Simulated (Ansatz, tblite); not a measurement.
Forces on `C[Si](C)(C)C#Cc1sc(-c2sc(-c3sc(C#C[Si](C)(C)C)c4c3OCCO4)c3c2OCCO3)c2c1OCCO2` at its PBE-D4/def2-SVP geometry. Charge 0, multiplicity 1.

The xTB rows come from tblite. Single mean-field runs in def2-TZVP are fitted with def2-universal-jkfit.

GFN2-xTB (tblite), largest force 2.82 eV/Å:

```xyz
69
positions Å, forces eV/Å
C    -4.588    3.535    8.360    0.483    0.154    0.623
Si   -5.716    3.184    6.881    0.020   -0.036   -0.045
C    -7.074    1.962    7.373   -0.570   -0.505    0.216
C    -6.476    4.797    6.250   -0.317    0.690   -0.258
C    -4.721    2.429    5.526    1.546   -1.159   -2.050
C    -4.046    1.912    4.625   -1.029    0.752    1.410
C    -3.282    1.335    3.602    0.028   -0.433   -0.143
S    -2.293    2.320    2.522    0.002   -0.469   -0.080
C    -1.736    0.917    1.623   -0.138   -0.312    0.109
C    -0.803    1.009    0.540    0.117    0.287   -0.164
S    -0.206   -0.400   -0.325    0.022    0.497    0.167
C     0.855    0.568   -1.341   -0.058    0.406    0.091
C     1.696   -0.063   -2.321    0.171    0.170   -0.431
S     2.385   -1.649   -2.019   -0.021    0.243   -0.400
C     3.195   -1.693   -3.583   -0.112    0.469   -0.208
C     3.952   -2.799   -3.992    1.063   -1.472   -0.567
C     4.619   -3.781   -4.347   -1.514    2.226    0.813
Si    5.611   -5.244   -4.870   -0.044    0.045    0.024
C     7.437   -4.757   -4.947    0.774    0.210   -0.038
C     5.351   -6.619   -3.596   -0.096   -0.587    0.530
C     5.018   -5.808   -6.576   -0.243   -0.235   -0.729
C     2.943   -0.506   -4.279   -0.209   -0.459    0.744
C     2.094    0.403   -3.577    0.108   -0.633    0.513
O     1.683    1.584   -4.120    0.291    0.211   -0.313
C     2.520    1.990   -5.204   -0.064    0.419    0.270
C     2.759    0.835   -6.168    0.089   -0.372   -0.337
O     3.435   -0.247   -5.520   -0.189    0.402   -0.369
C     0.727    1.922   -1.023   -0.316   -0.699    0.214
C    -0.213    2.164    0.020    0.041   -0.611   -0.024
O    -0.489    3.413    0.497    0.344    0.343   -0.064
C     0.508    4.370    0.123   -0.153    0.038    0.466
C     0.887    4.211   -1.344    0.128    0.019   -0.481
O     1.455    2.923   -1.593   -0.184    0.414   -0.004
C    -2.308   -0.245    2.150    0.056    0.609    0.063
C    -3.172   -0.017    3.257    0.279    0.823   -0.220
O    -3.817   -1.023    3.906   -0.072   -0.515   -0.203
C    -3.800   -2.247    3.165   -0.453    0.035    0.201
C    -2.421   -2.520    2.578    0.434   -0.086   -0.212
O    -2.052   -1.491    1.654   -0.076   -0.348    0.318
H    -5.164    3.988    9.194    0.478   -0.297   -0.485
H    -3.775    4.235    8.081   -0.500   -0.458    0.272
H    -4.120    2.601    8.731   -0.265    0.657   -0.168
H    -7.740    1.743    6.514    0.379    0.086    0.622
H    -6.637    1.004    7.720   -0.375    0.591   -0.210
H    -7.694    2.377    8.196    0.331   -0.375   -0.539
H    -7.138    4.611    5.380    0.410    0.219    0.568
H    -7.078    5.283    7.046    0.363   -0.231   -0.602
H    -5.687    5.509    5.933   -0.584   -0.404    0.183
H     7.797   -4.412   -3.956   -0.142   -0.216   -0.682
H     8.060   -5.620   -5.261   -0.308    0.634    0.217
H     7.597   -3.934   -5.673   -0.009   -0.539    0.491
H     5.678   -6.292   -2.588   -0.240   -0.300   -0.625
H     5.935   -7.521   -3.873   -0.424    0.529    0.281
H     4.282   -6.905   -3.533    0.721    0.121    0.027
H     5.601   -6.687   -6.922   -0.450    0.570    0.124
H     5.138   -4.999   -7.324   -0.112   -0.587    0.420
H     3.947   -6.092   -6.550    0.702    0.155   -0.112
H     3.493    2.365   -4.811   -0.417   -0.219   -0.127
H     1.998    2.823   -5.714    0.174   -0.399    0.284
H     3.403    1.150   -7.012   -0.238   -0.191    0.422
H     1.785    0.478   -6.575    0.398    0.112    0.232
H     0.074    5.370    0.315    0.126   -0.504   -0.077
H     1.411    4.241    0.764   -0.387   -0.013   -0.280
H    -0.012    4.358   -1.985    0.366   -0.133    0.296
H     1.654    4.956   -1.631   -0.295   -0.408    0.117
H    -4.555   -2.203    2.346    0.344    0.050    0.333
H    -4.091   -3.049    3.872    0.137    0.430   -0.260
H    -1.665   -2.581    3.395   -0.328    0.093   -0.344
H    -2.414   -3.472    2.013    0.009    0.494    0.191
```

PBE-D4/def2-TZVP (Ansatz), largest force 0.66 eV/Å:

```
C 0.091 0.024 0.094
Si 0.016 -0.024 -0.030
C -0.085 -0.094 0.020
C -0.043 0.114 -0.057
C 0.363 -0.266 -0.470
C -0.306 0.229 0.395
C -0.004 -0.093 -0.002
S -0.119 -0.456 0.079
C -0.052 -0.102 0.044
C 0.036 0.111 -0.056
S 0.131 0.469 -0.056
C -0.057 0.106 0.050
C 0.066 0.001 -0.122
S 0.037 0.280 -0.370
C -0.002 0.086 -0.047
C 0.299 -0.440 -0.173
C -0.356 0.517 0.202
Si -0.026 0.028 0.016
C 0.122 0.050 -0.004
C -0.025 -0.083 0.098
C -0.048 -0.022 -0.123
C -0.215 -0.132 0.413
C 0.198 -0.418 0.213
O -0.169 0.044 0.096
C 0.290 0.241 -0.258
C -0.243 0.236 -0.314
O 0.152 -0.157 -0.022
C -0.319 -0.351 0.205
C 0.154 -0.441 -0.126
O -0.152 -0.013 0.096
C 0.325 0.313 0.031
C -0.184 0.411 -0.066
O 0.161 -0.093 -0.074
C -0.069 0.436 0.221
C 0.216 0.361 -0.268
O -0.076 0.111 0.184
C -0.147 -0.385 -0.237
C 0.026 -0.359 0.296
O 0.075 0.024 -0.169
H 0.151 -0.119 -0.218
H -0.217 -0.186 0.076
H -0.125 0.247 -0.096
H 0.175 0.058 0.231
H -0.118 0.251 -0.089
H 0.160 -0.109 -0.214
H 0.177 0.051 0.235
H 0.157 -0.126 -0.210
H -0.212 -0.187 0.084
H -0.093 -0.093 -0.263
H -0.159 0.224 0.081
H -0.039 -0.218 0.192
H -0.086 -0.089 -0.267
H -0.152 0.233 0.073
H 0.283 0.074 -0.016
H -0.152 0.227 0.088
H -0.032 -0.216 0.196
H 0.284 0.073 -0.007
H -0.257 -0.110 -0.075
H 0.106 -0.238 0.141
H -0.141 -0.092 0.246
H 0.257 0.065 0.121
H 0.084 -0.278 -0.062
H -0.247 0.007 -0.157
H 0.231 -0.068 0.159
H -0.178 -0.220 0.088
H 0.193 0.021 0.221
H 0.095 0.234 -0.160
H -0.187 0.044 -0.226
H -0.015 0.274 0.122
```

PBE0-D4/def2-TZVP (Ansatz), largest force 1.87 eV/Å:

```
C 0.119 0.025 0.111
Si -0.074 0.041 0.089
C -0.103 -0.119 0.022
C -0.051 0.139 -0.075
C 1.026 -0.766 -1.345
C -0.983 0.720 1.291
C 0.330 -0.495 -0.484
S -0.246 -1.093 0.143
C -0.424 -0.280 0.481
C 0.423 0.288 -0.479
S 0.250 1.096 -0.095
C -0.355 0.489 0.403
C 0.408 -0.132 -0.611
S 0.085 0.680 -0.877
C -0.356 0.706 0.042
C 0.965 -1.401 -0.542
C -1.006 1.475 0.550
Si 0.061 -0.105 -0.028
C 0.147 0.069 -0.002
C -0.033 -0.101 0.122
C -0.065 -0.022 -0.150
C -0.070 -0.439 0.339
C 0.008 -0.322 0.440
O 0.358 -0.358 -0.119
C 0.170 0.148 -0.036
C -0.162 0.031 -0.186
O -0.347 0.186 0.330
C -0.141 -0.520 0.020
C -0.028 -0.515 0.134
O 0.369 -0.203 -0.303
C 0.177 0.106 0.099
C -0.119 0.162 -0.114
O -0.410 -0.035 0.325
C 0.148 0.510 0.007
C 0.039 0.543 -0.054
O 0.271 0.086 -0.427
C -0.155 -0.152 -0.142
C 0.102 -0.140 0.161
O -0.218 0.176 0.426
H 0.269 -0.217 -0.402
H -0.391 -0.334 0.131
H -0.227 0.443 -0.178
H 0.319 0.108 0.411
H -0.206 0.456 -0.164
H 0.296 -0.193 -0.391
H 0.318 0.086 0.420
H 0.287 -0.236 -0.377
H -0.376 -0.342 0.152
H -0.174 -0.167 -0.472
H -0.299 0.406 0.149
H -0.078 -0.392 0.345
H -0.154 -0.154 -0.483
H -0.275 0.429 0.127
H 0.508 0.138 -0.033
H -0.274 0.416 0.169
H -0.056 -0.385 0.358
H 0.511 0.134 -0.009
H -0.507 -0.214 -0.157
H 0.228 -0.452 0.261
H -0.292 -0.164 0.464
H 0.505 0.139 0.237
H 0.184 -0.528 -0.120
H -0.482 0.021 -0.314
H 0.458 -0.126 0.319
H -0.361 -0.407 0.169
H 0.383 0.030 0.431
H 0.178 0.434 -0.330
H -0.370 0.078 -0.437
H -0.028 0.512 0.257
```
